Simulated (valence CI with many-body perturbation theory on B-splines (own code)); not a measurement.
**Sensitivity of CI+MBPT for Al⁸⁺**

Computed by valence CI with perturbative core correlation (CI+MBPT): three valence electrons over a frozen Dirac-Fock core [He], radial functions for each j: 6 s, 6 p, 5 d, 3 f, 1 g, with the one-electron correlation potential Σ1 (screened to all orders), the two-electron term Σ2, the three-electron term Σ3, Breit, model QED; selected single and double excitations, second order for the rest, scaled by the run's own slope (own B-spline code, finite nucleus).

No measured spectrum was set against this ion. As an estimate, levels of excited configurations hold to 0.05 to 0.15 % of their energy, terms of the ground configuration to about 0.5 %.

The reference run has the lowest level 2s2 2p 2P°_1/2 and an ionisation energy of 330.147 eV. Its largest variational space holds 4148 state functions.

Changed runs:
A. QED terms on → off
B. correlating orbitals by l 3 3 3 2 1 → 4 4 3 0 0; size limit of the variational space 10000 → 3000; second order for the rest on → off
C. scale of Σ1 1 → 0
D. box radius (bohr) 6.4853 → 1.72 (bad on purpose)

Excitation energies of the reference run in cm⁻¹, and shifts in cm⁻¹:

| Level | Reference | A | B | C |
| --- | --- | --- | --- | --- |
| 2s2 2p 2P°_3/2 | 4886 | -14 | -0.2 | -25 |
| 2s 2p2 4P_1/2 | 144952 | +249 | -627 | +1041 |
| 2s 2p2 4P_3/2 | 146662 | +244 | -627 | +1032 |
| 2s 2p2 4P_5/2 | 149146 | +237 | -627 | +1019 |
| 2s 2p2 2D_5/2 | 259914 | +245 | +1224 | +985 |
| 2s 2p2 2D_3/2 | 259936 | +246 | +1225 | +985 |
| 2s 2p2 2S_1/2 | 333182 | +247 | +1202 | +944 |
| 2s 2p2 2P_1/2 | 354451 | +261 | +1147 | +1021 |
| 2s 2p2 2P_3/2 | 357331 | +254 | +1149 | +1008 |
| 2p3 4S°_3/2 | 460708 | +513 | -551 | +2103 |
| 2p3 2D°_5/2 | 520208 | +511 | +857 | +2043 |
| 2p3 2D°_3/2 | 520269 | +512 | +857 | +2045 |
| Ionisation energy (eV) | 330.147 | -0.006 | -0.106 | -0.245 |

Run D: It gave no result. The program said: "need at least one array to concatenate".
